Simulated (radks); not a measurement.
Neutral iron inside a hard spherical wall (all orbitals vanish at R), configuration held at [Ar] 3d6 4s2 and not refilled when levels cross. Calculated with a radial shooting solver on a logarithmic mesh with Libxc functionals: scalar-relativistic Kohn-Sham, r2SCAN, spin-polarised, spherical densities, finite nucleus; open shells are filled with parallel spins first; meta-GGA in the generalised Kohn-Sham scheme; Fermi nuclear charge, rms radius 3.7377 fm. Eigenvalues in eV for spin up, with the zero of energy where the potential of the charges vanishes at infinity; a dash marks a level that is unbound or too diffuse for the functional's potential to be trusted. A positive occupied level is held by the wall or, in an anion where self-interaction has pushed it up, behind a barrier. The pressure on the wall is -dE/dV.

R (bohr) = free: E (hartree) -1272.81178; kinetic (hartree) 1288.071; e(3s) -99.434; e(3p) -64.095; e(3d) -9.483; e(4s) -5.860; e(4p, empty) -1.122; e(5s, empty) -; pressure (GPa) 0
R (bohr) = 7: E (hartree) -1272.80208; kinetic (hartree) 1288.140; e(3s) -98.978; e(3p) -63.639; e(3d) -9.039; e(4s) -5.472; e(4p, empty) -0.400; e(5s, empty) 7.823; pressure (GPa) 0.543
R (bohr) = 6: E (hartree) -1272.78058; kinetic (hartree) 1288.256; e(3s) -98.366; e(3p) -63.028; e(3d) -8.453; e(4s) -4.891; e(4p, empty) 0.571; e(5s, empty) 12.289; pressure (GPa) 2.37
R (bohr) = 5: E (hartree) -1272.71043; kinetic (hartree) 1288.571; e(3s) -97.023; e(3p) -61.693; e(3d) -7.185; e(4s) -3.414; e(4p, empty) 2.846; e(5s, empty) 21.424; pressure (GPa) 11.3
R (bohr) = 3.5: E (hartree) -1272.13388; kinetic (hartree) 1290.657; e(3s) -91.025; e(3p) -55.800; e(3d) -1.506; e(4s) 5.593; e(4p, empty) 14.984; e(5s, empty) 62.679; pressure (GPa) 179
R (bohr) = 2: E (hartree) -1264.57877; kinetic (hartree) 1314.732; e(3s) -60.104; e(3p) -24.799; e(3d) 32.716; e(4s) 89.489; e(4p, empty) 109.00; e(5s, empty) 309.03; pressure (GPa) 10200
R (bohr) = 1.5: E (hartree) -1245.84565; kinetic (hartree) 1368.824; e(3s) -14.144; e(3p) 23.904; e(3d) 86.730; e(4s) 249.56; e(4p, empty) 270.71; e(5s, empty) 673.68; pressure (GPa) 74800
